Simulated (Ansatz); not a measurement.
`[GaH3-][O+]1CCCC1`, charge 0, multiplicity 1.

Task: Give a relaxed structure at PBE0-D4/def2-TZVP (Ansatz 0.2.0). (Estimate.)

Result: The calculation gave: 
Cartesian coordinates in Å:
```
Ga 0.918 0.768 2.060
O 0.918 0.305 -0.018
C 0.720 -1.072 -0.367
C -0.782 -1.223 -0.576
C -1.264 0.206 -0.896
C 0.006 1.048 -0.837
H 2.060 -0.235 2.478
H 1.223 2.307 1.913
H -0.579 0.343 2.364
H 1.130 -1.676 0.441
H 1.283 -1.269 -1.285
H -1.259 -1.591 0.332
H -0.999 -1.928 -1.380
H -1.740 0.279 -1.874
H -1.980 0.542 -0.146
H 0.463 1.167 -1.825
H -0.119 2.029 -0.381
```
Point group Cs.
This is one stationary point; other conformers may exist.
